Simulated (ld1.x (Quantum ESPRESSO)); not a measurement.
## Which change was made? (I, TM)

I, norm-conserving Troullier–Martins (Kleinman–Bylander form), made with ld1.x (Quantum ESPRESSO) 7.5 (PBE, fully relativistic). Core [Kr] 4d10, reference 5s2 5p4 (charge +1). Waves: 5p (bound): rc 2.05 bohr; 5d channel at 0.45 Ry: rc 2.10 bohr; 5s (bound): rc 1.55 bohr. Local part: the s channel. Core correction: Bessel-smoothed model core inside 0.70 bohr.

Open shells are filled in proportion to 2j + 1 (rel_dist='average').

Cutoffs, loose and tight: the cutoffs (Ry, on a coarse ladder) from which the occupation-weighted sum of valence levels, in a spherical-Bessel basis at the reference potential, stays within 10 and 1 mRy of its value at 400 Ry. They do not see the model core or the augmentation charge, which bear on the density cutoff. Test errors are all-electron minus pseudo excitation energies from the reference, over the configurations 5s2 5p5; 5s2 5p3; 5s2 5p2; 5s1 5p6; 5s1 5p5; 5s2 5p1; 5s2 5p4.5; variants that change the core or the reference have their own tests.

The base gives: outcome: generated; cutoff, loose: 35 Ry; cutoff, tight: 70 Ry; bound ghosts: none; largest test error (meV): -78.

(1) After one change the result is: outcome: generated; cutoff, loose: 160 Ry; cutoff, tight: 260 Ry; bound ghosts: p3/2, p1/2, d3/2, d5/2, s (extra level of the local part); largest test error (meV): -37. Which change was it?
A. all radii but the core radius scaled by about 1.14 (s 1.76, p 2.34, d 2.40 bohr)
B. all radii but the core radius scaled by about 0.78 (s 1.20, p 1.60, d 1.64 bohr)
C. all radii but the core radius scaled by about 0.85 (s 1.32, p 1.74, d 1.78 bohr)
D. all radii but the core radius scaled by about 1.29 (s 2.00, p 2.64, d 2.72 bohr)

## Answers

(1) B. The others give: all radii but the core radius scaled by about 0.85 (s 1.32, p 1.74, d 1.78 bohr) → outcome: generated; cutoff, loose: 70 Ry; cutoff, tight: 200 Ry; bound ghosts: p1/2, d3/2, d5/2; largest test error (meV): -61 | all radii but the core radius scaled by about 1.29 (s 2.00, p 2.64, d 2.72 bohr) → outcome: generated; cutoff, loose: 30 Ry; cutoff, tight: 50 Ry; bound ghosts: none; largest test error (meV): -157 | all radii but the core radius scaled by about 1.14 (s 1.76, p 2.34, d 2.40 bohr) → outcome: generated; cutoff, loose: 30 Ry; cutoff, tight: 50 Ry; bound ghosts: none; largest test error (meV): -104.
